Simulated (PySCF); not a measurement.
**Polarisability and C₆ of Cd(3+) (cadmium, charge +3)**

[Kr] 4d9, 2D determinant. Calculation: PySCF 2.14, in def2-TZVPPD with the def2 core potential (28 electrons) (6s4p3d2f1g, 56 functions); scalar relativity through the core potential. Coupled (time-dependent) response in atomic units; α is the mean over directions.

```json
{"method": "UHF", "mean α (bohr³)": "2.920", "α xx, yy, zz": "2.855, 2.855, 3.052", "C₆ (like pair)": "12.15", "S(−4)": "1.433"}
{"method": "PBE", "mean α (bohr³)": "3.191", "α xx, yy, zz": "3.121, 3.121, 3.331", "C₆ (like pair)": "13.29", "S(−4)": "2.053"}
{"method": "PBE0", "mean α (bohr³)": "3.100", "α xx, yy, zz": "3.032, 3.032, 3.237", "C₆ (like pair)": "12.93", "S(−4)": "1.813"}
{"method": "TPSSh", "mean α (bohr³)": "3.138", "α xx, yy, zz": "3.066, 3.066, 3.282", "C₆ (like pair)": "13.13", "S(−4)": "1.899"}
{"method": "CAM-B3LYP", "mean α (bohr³)": "3.137", "α xx, yy, zz": "3.069, 3.069, 3.272", "C₆ (like pair)": "13.01", "S(−4)": "1.947"}
```

S(−4) is the Cauchy moment in α(ω) = α(0) + S(−4) ω² + …

Spin-orbit coupling is absent.

α(iu) at TPSSh:

```json
{"u (hartree)": "0", "α(iu) (bohr³)": "3.138"}
{"u (hartree)": "0.0500", "α(iu) (bohr³)": "3.133"}
{"u (hartree)": "0.100", "α(iu) (bohr³)": "3.119"}
{"u (hartree)": "0.200", "α(iu) (bohr³)": "3.066"}
{"u (hartree)": "0.300", "α(iu) (bohr³)": "2.984"}
{"u (hartree)": "0.500", "α(iu) (bohr³)": "2.771"}
{"u (hartree)": "0.750", "α(iu) (bohr³)": "2.482"}
{"u (hartree)": "1.00", "α(iu) (bohr³)": "2.217"}
{"u (hartree)": "1.50", "α(iu) (bohr³)": "1.781"}
{"u (hartree)": "2.00", "α(iu) (bohr³)": "1.442"}
{"u (hartree)": "3.00", "α(iu) (bohr³)": "0.9625"}
{"u (hartree)": "5.00", "α(iu) (bohr³)": "0.4771"}
```

For an ion, C₆ is the dispersion term alone; charge-induced terms of lower order in 1/R come first.

The components differ because the open shell of this determinant is not spherical; for a pure term their mean is the scalar polarisability.

Energies and moments cover only the electrons outside the core potential.
